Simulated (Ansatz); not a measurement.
Ag2I. Charge 0, multiplicity 2. Geometry PBE-D4/def2-TZVP, that of the charge +1 singlet; atoms count from 1.

```xyz
3

Ag    1.032    0.512   -1.683
Ag   -1.492    0.499    1.299
I     0.460   -1.011    0.384
```

In the def2 sets Ag, I take a core potential; there is no spin–orbit coupling. The structure comes from a short search, and lower isomers may exist.

Estimate the Mulliken populations from the PBE0/def2-TZVP orbitals of Ansatz.


```csv
atom,charge (e),spin (α − β),d electrons
Ag1,0.12,0.47,9.94
Ag2,0.12,0.47,9.94
I3,-0.24,0.06,–
```
Mulliken values and Mayer orders depend strongly on the basis.

Where does the spin sit?

Summed by element: Ag 0.94, I 0.06, of 1 unpaired in all. Largest on single atoms: Ag2 0.47, Ag1 0.47, I3 0.06.

And the Mayer bond orders between bonded heavy atoms (over 0.3)?

Ag1–I3 0.70 (2.63 Å); Ag2–I3 0.70 (2.63 Å). Values over 0.3 also appear between atoms too far apart for a bond (Ag1–Ag2 0.43 at 3.91 Å); they arise where an orbital or an unpaired electron spreads over both atoms.
